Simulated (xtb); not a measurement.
C$_{4}$H$_{11}$In, charge +1, doublet, at a GFN2-xTB geometry (such geometries of metal compounds can be far from the true shape) (a state made from the parent by changing its charge; the spin is typed, not shown lowest); xtb 6.7.1 with GFN1-xTB with ALPB(toluene).

xtb was given this input:
```
$ xtb mol.xyz --gfn 1 --chrg 1 --uhf 1 --alpb toluene --json

# file mol.xyz
16

In    -0.02976892     0.44038623     0.17011528
C      1.48271363     1.07008897    -1.39999180
H      2.36864379     0.44655239    -1.29546024
H      1.72005157     2.11623781    -1.21469570
H      1.02894664     0.94531544    -2.38144527
C     -1.40195653     0.85017382     1.94273030
H     -2.37135779     0.40252609     1.72895160
H     -1.48083363     1.93124783     2.04951292
H     -0.94904763     0.40177869     2.82553632
C     -0.45918545    -2.03497942    -0.23365503
C      0.49972712    -2.47861344    -1.25893017
H     -1.49996010    -1.96425263    -0.53166580
H     -0.30126915    -2.38992469     0.77935425
H      1.53540130    -2.40849770    -0.92107010
H      0.36705753    -1.95689005    -2.20931962
H      0.31325226    -3.54303769    -1.46626711
```

What does xtb print? Leave out banner, timings and long lists.


```
   ID    Z sym.   atoms
    1   49 In     1
    2    6 C      2, 6, 10, 11
    3    1 H      3-5, 7-9, 12-16

           -------------------------------------------------
          |                Calculation Setup                |
           -------------------------------------------------

           -------------------------------------------------
          |                 G F N 1 - x T B                 |
           -------------------------------------------------

      * Solvation model:               ALPB
        Solvent                        toluene
        Parameter file                 internal GFN1-xTB/ALPB
        Dielectric constant                2.3741E+00
        Reference state                gsolv [1 M gas/solution]
        Free energy shift                  3.5550E-03 Eh       2.2308E+00 kcal/mol
        Temperature                        2.9815E+02 K
        Density                            8.6700E-01 kg/L
        Solvent mass                       9.2140E+01 g/mol
        Interaction kernel             P16
        Born radius scaling (c1)           1.4996E+00
        Born radii integrator          GBOBC
        Born offset                        0.0000E+00 a0       0.0000E+00 AA
        H-bond correction              false
        Ion screening                  false
        Surface tension                    1.0000E-05 Eh       1.5569E+01 dyn/cm
        Grid points                               230 per atom

          ...................................................
          :                      SETUP                      :
          :.................................................:
          :  # basis functions                  48          :
          :  # atomic orbitals                  47          :
          :  # shells                           33          :
          :  # electrons                        29          :
          :  # halogen bonds                     0          :
          :  max. iterations                   250          :
          :  Hamiltonian                  GFN1-xTB          :
          :  restarted?                      false          :
          :  GBSA solvation                   true          :
          :  PC potential                    false          :
          :  electronic temp.          300.0000000     K    :
          :  accuracy                    1.0000000          :
          :  -> integral cutoff          0.2500000E+02      :
          :  -> integral neglect         0.1000000E-07      :
          :  -> SCF convergence          0.1000000E-05 Eh   :
          :  -> wf. convergence          0.2000000E-04 e    :
          :  Broyden damping             0.4000000          :
          :  net charge                          1          :
          :  unpaired electrons                  1          :
          ...................................................

 iter      E             dE          RMSdq      gap      omega  full diag
   1    -15.6207882 -0.156208E+02  0.714E+00    2.86       0.0  T
   2    -15.6369823 -0.161941E-01  0.431E+00    3.31       1.0  T
   3    -15.6376039 -0.621560E-03  0.455E-01    3.23       1.0  T
   4    -15.6378191 -0.215191E-03  0.215E-01    3.25       1.0  T
   5    -15.6383241 -0.505018E-03  0.106E-01    3.25       1.0  T
   6    -15.6385092 -0.185147E-03  0.592E-03    3.25       4.2  T
   7    -15.6385094 -0.147813E-06  0.658E-04    3.26      38.0  T
   8    -15.6385094 -0.283769E-08  0.234E-04    3.26     107.0  T
   9    -15.6385094 -0.191772E-09  0.552E-05    3.26     453.3  T
  10    -15.6385094 -0.160938E-10  0.413E-05    3.26     605.7  T

   *** convergence criteria satisfied after 10 iterations ***

         :::::::::::::::::::::::::::::::::::::::::::::::::::::
         ::                     SUMMARY                     ::
         :::::::::::::::::::::::::::::::::::::::::::::::::::::
         :: total energy             -15.434078250723 Eh    ::
         :: total w/o Gsasa/hb       -15.424279229821 Eh    ::
         :: gradient norm              0.013545231578 Eh/a0 ::
         :: HOMO-LUMO gap              3.256263753991 eV    ::
         ::.................................................::
         :: SCC energy               -15.638509377698 Eh    ::
         :: -> electrostatic           0.079724795837 Eh    ::
         :: -> Gsolv                  -0.052266999434 Eh    ::
         ::    -> Gelec               -0.042467978533 Eh    ::
         ::    -> Gsasa               -0.013354000996 Eh    ::
         ::    -> Ghb                  0.000000000000 Eh    ::
         ::    -> Gshift               0.003554980094 Eh    ::
         :: repulsion energy           0.209330129470 Eh    ::
         :: dispersion energy         -0.004899002495 Eh    ::
         :: halogen bond corr.         0.000000000000 Eh    ::
         :: add. restraining           0.000000000000 Eh    ::
         :: total charge               1.000000000000 e     ::
         :::::::::::::::::::::::::::::::::::::::::::::::::::::

           -------------------------------------------------
          |                Property Printout                |
           -------------------------------------------------

    * Orbital Energies and Occupations

         #    Occupation            Energy/Eh            Energy/eV
      -------------------------------------------------------------
         1        2.0000           -0.7492382             -20.3878
       ...           ...                  ...                  ...
         3        2.0000           -0.6868804             -18.6910
         4        2.0000           -0.6815987             -18.5472
         5        2.0000           -0.6552477             -17.8302
         6        2.0000           -0.6289282             -17.1140
         7        2.0000           -0.5994027             -16.3106
         8        2.0000           -0.5877451             -15.9934
         9        2.0000           -0.5819122             -15.8346
        10        2.0000           -0.5796796             -15.7739
        11        2.0000           -0.5795746             -15.7710
        12        2.0000           -0.5777248             -15.7207
        13        2.0000           -0.5622846             -15.3005
        14        2.0000           -0.4806198             -13.0783
        15        1.0000           -0.4569464             -12.4341 (HOMO)
        16                         -0.3372809              -9.1779 (LUMO)
        17                         -0.2353463              -6.4041
        18                         -0.2320875              -6.3154
        19                         -0.2277384              -6.1971
        20                         -0.2126363              -5.7861
        21                         -0.2049225              -5.5762
        22                         -0.1997619              -5.4358
        23                         -0.1955397              -5.3209
        24                         -0.1813849              -4.9357
        25                         -0.1409416              -3.8352
        26                         -0.1183522              -3.2205
       ...                                ...                  ...
        47                          0.4770442              12.9810
      -------------------------------------------------------------
                  HL-Gap            0.1196655 Eh            3.2563 eV
             Fermi-level           -0.4329484 Eh          -11.7811 eV

  Mulliken/CM5 charges         n(s)   n(p)   n(d)
     1In    0.63434  0.62743   1.684  0.659  0.022
     2C    -0.14241 -0.29329   1.025  3.118  0.000
     3H     0.06304  0.11414   0.937  0.000  0.000
     4H     0.06857  0.11962   0.931  0.000  0.000
     5H     0.06387  0.11493   0.936  0.000  0.000
     6C    -0.13602 -0.28638   1.029  3.107  0.000
     7H     0.06430  0.11522   0.936  0.000  0.000
     8H     0.06968  0.12057   0.930  0.000  0.000
     9H     0.06623  0.11715   0.934  0.000  0.000
    10C    -0.03079 -0.14217   1.093  2.938  0.000
    11C    -0.07459 -0.22329   1.021  3.054  0.000
    12H     0.06910  0.12305   0.931  0.000  0.000
    13H     0.06913  0.12306   0.931  0.000  0.000
    14H     0.05914  0.11102   0.941  0.000  0.000
    15H     0.05949  0.11141   0.941  0.000  0.000
    16H     0.09693  0.14754   0.903  0.000  0.000

Wiberg/Mayer (AO) data.
largest (>0.10) Wiberg bond orders for each atom

 ---------------------------------------------------------------------------
     #   Z sym  total        # sym  WBO       # sym  WBO       # sym  WBO
 ---------------------------------------------------------------------------
     1  49 In   1.672 --     2 C    0.601     6 C    0.586    10 C    0.276
     2   6 C    3.992 --     3 H    0.970     5 H    0.969     4 H    0.965
                             1 In   0.601     6 C    0.397
     3   1 H    0.997 --     2 C    0.970
     4   1 H    0.997 --     2 C    0.965
     5   1 H    0.997 --     2 C    0.969
     6   6 C    3.980 --     7 H    0.970     9 H    0.967     8 H    0.964
                             1 In   0.586     2 C    0.397
     7   1 H    0.997 --     6 C    0.970
     8   1 H    0.996 --     6 C    0.964
     9   1 H    0.997 --     6 C    0.967
    10   6 C    3.577 --    11 C    1.128    13 H    0.966    12 H    0.966
                             1 In   0.276
    11   6 C    3.994 --    10 C    1.128    14 H    0.973    15 H    0.971
                            16 H    0.906
    12   1 H    1.001 --    10 C    0.966
    13   1 H    1.001 --    10 C    0.966
    14   1 H    1.001 --    11 C    0.973
    15   1 H    1.000 --    11 C    0.971
    16   1 H    0.987 --    11 C    0.906
 ---------------------------------------------------------------------------

Topologies differ in total number of bonds
Writing topology from bond orders to xtbtopo.mol

 dipole moment from electron density (au)
     X       Y       Z
  -0.0790  -0.5910  -0.1151  total (Debye):    1.544

           -------------------------------------------------
          | TOTAL ENERGY              -15.434078250723 Eh   |
          | GRADIENT NORM               0.013545231578 Eh/α |
          | HOMO-LUMO GAP               3.256263753991 eV   |
           -------------------------------------------------

normal termination of xtb
```
